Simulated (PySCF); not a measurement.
C6H5Cl, charge -1, doublet, at the geometry of the source list (a state made from the parent by changing its charge; the spin is typed, not shown lowest) (in this run its highest filled SCF level lies above zero, so its values depend strongly on the basis, on diffuse functions most of all); B3LYP/6-31G (PySCF).

Input for PySCF:
```python
from pyscf import gto, scf, dft, solvent

mol = gto.Mole()
mol.atom = '''
    Cl    3.04330000    0.20790000   -0.01080000
    C     1.31680000    0.09000000   -0.00560000
    C     0.55460000    1.24670000    0.00750000
    C    -0.82620000    1.14480000    0.01260000
    C    -1.43620000   -0.09840000    0.00510000
    C    -0.66290000   -1.24680000   -0.00730000
    C     0.71880000   -1.15930000   -0.01290000
    H     1.03720000    2.21190000    0.01260000
    H    -1.42550000    2.04290000    0.02240000
    H    -2.51330000   -0.17110000    0.01030000
    H    -1.13360000   -2.21840000   -0.01130000
    H     1.32700000   -2.05020000   -0.02260000
'''
mol.basis = '6-31g'
mol.charge = -1
mol.spin = 1
mol.verbose = 4
mol.build()

mf = dft.UKS(mol)
mf.xc = 'b3lyp'
mf.kernel()
```

Task: What does PySCF print? Leave out banner, timings and long lists.

Result: 
```
PySCF version 2.14.0

[INPUT] verbose = 4
[INPUT] num. atoms = 12
[INPUT] num. electrons = 59
[INPUT] charge = -1
[INPUT] spin (= nelec alpha-beta = 2S) = 1
[INPUT] symmetry False subgroup None
[INPUT] Mole.unit = angstrom
[INPUT] Symbol           X                Y                Z      unit          X                Y                Z       unit  Magmom
[INPUT]  1 Cl     3.043300000000   0.207900000000  -0.010800000000 AA    5.751003514889   0.392874061297  -0.020409042145 Bohr   0.0
[INPUT]  2 C      1.316800000000   0.090000000000  -0.005600000000 AA    2.488391360827   0.170075351211  -0.010582466298 Bohr   0.0
[INPUT]  3 C      0.554600000000   1.246700000000   0.007500000000 AA    1.048042108684   2.355921559495   0.014172945934 Bohr   0.0
[INPUT]  4 C     -0.826200000000   1.144800000000   0.012600000000 AA   -1.561291724116   2.163358467402   0.023810549170 Bohr   0.0
[INPUT]  5 C     -1.436200000000  -0.098400000000   0.005100000000 AA   -2.714024660100  -0.185949050657   0.009637603235 Bohr   0.0
[INPUT]  6 C     -0.662900000000  -1.246800000000  -0.007300000000 AA   -1.252699447974  -2.356110532108  -0.013795000709 Bohr   0.0
[INPUT]  7 C      0.718800000000  -1.159300000000  -0.012900000000 AA    1.358335138337  -2.190759496208  -0.024377467007 Bohr   0.0
[INPUT]  8 H      1.037200000000   2.211900000000   0.012600000000 AA    1.960023936399   4.179885214925   0.023810549170 Bohr   0.0
[INPUT]  9 H     -1.425500000000   2.042900000000   0.022400000000 AA   -2.693804590567   3.860521499874   0.042329865190 Bohr   0.0
[INPUT] 10 H     -2.513300000000  -0.171100000000   0.010300000000 AA   -4.749448668869  -0.323332139913   0.019464179083 Bohr   0.0
[INPUT] 11 H     -1.133600000000  -2.218400000000  -0.011300000000 AA   -2.142193534807  -4.192168434735  -0.021353905208 Bohr   0.0
[INPUT] 12 H      1.327000000000  -2.050200000000  -0.022600000000 AA    2.507666567298  -3.874316500583  -0.042707810415 Bohr   0.0

nuclear repulsion = 317.500994795351
number of shells = 47
number of NR pGTOs = 198
number of NR cGTOs = 77
basis = 6-31g
ecp = {}

******** <class 'pyscf.dft.uks.UKS'> ********
method = UKS
initial guess = minao
damping factor = 0
level_shift factor = 0
DIIS = <class 'pyscf.scf.diis.CDIIS'>
diis_start_cycle = 1
diis_space = 8
diis_damp = 0
SCF conv_tol = 1e-09
SCF conv_tol_grad = None
SCF max_cycles = 50
direct_scf = True
direct_scf_tol = 1e-13
number electrons alpha = 30  beta = 29
XC library pyscf.dft.libxc version 7.1.2
    S. Lehtola, C. Steigemann, M. J. T. Oliveira, and M. A. L. Marques,  SoftwareX 7, 1–5 (2018)
XC functionals = b3lyp
    P. J. Stephens, F. J. Devlin, C. F. Chabalowski, and M. J. Frisch,  J. Phys. Chem. 98, 11623 (1994)
radial grids:
    Treutler-Ahlrichs [JCP 102, 346 (1995); DOI:10.1063/1.469408] (M4) radial grids

becke partition: Becke, JCP 88, 2547 (1988); DOI:10.1063/1.454033
pruning grids: <function nwchem_prune>
grids dens level: 3
symmetrized grids: False
atomic radii adjust function: <function treutler_atomic_radii_adjust>
small_rho_cutoff = 0
Set gradient conv threshold to 3.16228e-05
tot grids = 152632
init E= -692.977040171204

cycle= 1 E= -691.581514878941  delta_E=  1.4  |g|= 0.439  |ddm|= 2.76

cycle= 2 E= -691.312088642308  delta_E= 0.269  |g|= 0.745  |ddm|= 5.63
cycle= 3 E= -691.663242820539  delta_E= -0.351  |g|= 0.232  |ddm|= 5.56
cycle= 4 E= -691.697003412005  delta_E= -0.0338  |g|= 0.0602  |ddm|= 0.331
cycle= 5 E= -691.698972982733  delta_E= -0.00197  |g|= 0.0365  |ddm|= 0.132
cycle= 6 E= -691.699815666423  delta_E= -0.000843  |g|= 0.00596  |ddm|= 0.0533
cycle= 7 E= -691.699847733466  delta_E= -3.21e-05  |g|= 0.00391  |ddm|= 0.0153
cycle= 8 E= -691.699859440197  delta_E= -1.17e-05  |g|= 0.00115  |ddm|= 0.00651
cycle= 9 E= -691.69986138874  delta_E= -1.95e-06  |g|= 0.000167  |ddm|= 0.00364
cycle= 10 E= -691.69986140415  delta_E= -1.54e-08  |g|= 0.000195  |ddm|= 0.000718
cycle= 11 E= -691.699861427236  delta_E= -2.31e-08  |g|= 4.8e-05  |ddm|= 0.000361
cycle= 12 E= -691.699861430289  delta_E= -3.05e-09  |g|= 2.49e-05  |ddm|= 0.000218
cycle= 13 E= -691.699861431744  delta_E= -1.46e-09  |g|= 1.3e-05  |ddm|= 0.000135
cycle= 14 E= -691.699861433941  delta_E= -2.2e-09  |g|= 1.25e-05  |ddm|= 0.000251
cycle= 15 E= -691.699861435415  delta_E= -1.47e-09  |g|= 1.16e-05  |ddm|= 0.000174
cycle= 16 E= -691.699861438863  delta_E= -3.45e-09  |g|= 1.18e-05  |ddm|= 0.000429
cycle= 17 E= -691.699861448666  delta_E= -9.8e-09  |g|= 9.14e-06  |ddm|= 0.00141
cycle= 18 E= -691.699861456669  delta_E= -8e-09  |g|= 8.1e-06  |ddm|= 0.00154
cycle= 19 E= -691.699861463344  delta_E= -6.68e-09  |g|= 3.39e-06  |ddm|= 0.00232
cycle= 20 E= -691.699861464077  delta_E= -7.33e-10  |g|= 4.4e-06  |ddm|= 0.000676
Extra cycle  E= -691.699861464052  delta_E= 2.5e-11  |g|= 8.84e-06  |ddm|= 2.39e-05
converged SCF energy = -691.699861464052  <S^2> = 0.76082091  2S+1 = 2.0107918
```
